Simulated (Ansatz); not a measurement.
`C[S][SnH2][CH3]` + `[CH3][AlH][SH]` → `C[CH2][AlH][SH]` + `C[S][SnH3]`  (formal exchange of groups at a C–Sn bond)

Calculated with Ansatz (gas phase, PBE0-D4/def2-TZVP geometries, no zero-point term in ΔE). CBS: MP2 limit from def2 TZ/QZ plus the TZ coupled-cluster correction, frozen cores. This one scheme is used for every species. Functionals use def2-TZVPP. def2 core potentials past Kr. For Sn outer-core shells are correlated without core-valence functions, which leaves a few kJ/mol of doubt a bond. One conformer a species, not always the lowest.

| species | PBE energy (Eh) |
| --- | --- |
| `C[S][SnH2][CH3]` | -693.27133 |
| `[CH3][AlH][SH]` | -681.44288 |
| `C[CH2][AlH][SH]` | -720.70757 |
| `C[S][SnH3]` | -653.98979 |

(1) Work out ΔE.

Largest T1 diagnostic among the species: 0.012.

Answers

(1) ΔE = (-720.70757) + (-653.98979) − (-693.27133) − (-681.44288) = 0.01685 Eh = +44.2 kJ/mol. CCSD(T)/CBS gives +51.6 kJ/mol.

Leaving LDA and LC-ωPBE aside and taking each functional with its dispersion term where it has one, the values, not all of them listed here, spread over 8.0 kJ/mol, from B97M-V to B2PLYP. LDA lies −8.2 kJ/mol from PBE without D4. At CCSD(T), def2-SVP lies −21.6 kJ/mol from the extrapolated value and def2-TZVPP −4.1 kJ/mol.
